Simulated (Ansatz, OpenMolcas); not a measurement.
## How methods differ on C2H4AlFO (SMILES C=C[O][AlH][F])

C2H4AlFO has 9 atoms, charge 0, and is taken as a singlet. SMILES: `C=C[O][AlH][F]`. The shape is that of a PBE0-D4/def2-TZVP optimisation. This is one conformer, not always the lowest.

Quantity: the HOMO–LUMO gap, in eV. The values are calculated.

| level | kind | program | value (eV) | CPU time |
| --- | --- | --- | --- | --- |
| HF/def2-SVP | Hartree–Fock | Ansatz | 11.66 | 2.5 s |
| BLYP/def2-SVP | GGA | Ansatz | 4.22 | 7.5 s |
| revPBE/def2-SVP | GGA | OpenMolcas | 4.34 | 67 s |
| TPSS/def2-SVP | meta-GGA | OpenMolcas | 4.53 | 76 s |
| BHLYP/def2-SVP | global hybrid | OpenMolcas | 8.06 | 64 s |
| r2SCAN0/def2-SVP | hybrid meta-GGA | Ansatz | 6.68 | 17 s |
| HSE06/def2-SVP | range-separated hybrid | Ansatz | 5.52 | 9.5 s |
| B2PLYP/def2-SVP | double hybrid | Ansatz | 8.25 | 13 s |

The values span 4.22 to 11.66 eV. Orbital gaps aren't excitation energies, and those of double hybrids come from the SCF part alone; they tend to grow with the share of exact exchange. CPU times are rough (shared hosts, several kinds of processor and program).
